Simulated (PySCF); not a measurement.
GeH4SZn.

```xyz
7

Zn     0.1687     0.3268    -0.4517
S      0.8175     1.5685    -2.1496
H      2.1283     1.3821    -1.8173
Ge    -0.5638    -1.0089     1.3832
H     -0.5255    -2.5290     1.0585
H      0.3206    -0.7953     2.6444
H     -2.0246    -0.6717     1.7961
```
Charge 0, spin multiplicity 1.

Coordinates come from a PBE-D3(BJ)/def2-SVP optimisation. The values are those of a single conformer.

These are KT2/pcSseg-1 (PySCF) values and carry that method's errors. Non-relativistic, no solvent.

Problem. Give the absolute GIAO shielding of each atom: isotropic value and principal components (ppm). (An estimate is asked for; the answer gives what the named calculation found.)

Solution. 
```csv
atom,σ(iso),σ11,σ22,σ33,span
Zn1,1566.2,1114.0,1132.6,2452.0,1337.9
S2,696.0,610.3,681.3,796.4,186.1
H3,31.0,23.4,28.0,41.5,18.0
Ge4,1742.9,1721.0,1753.2,1754.6,33.6
H5,27.7,21.4,22.6,39.2,17.7
H6,27.8,21.6,22.6,39.1,17.5
H7,27.7,21.5,22.5,39.1,17.6
```
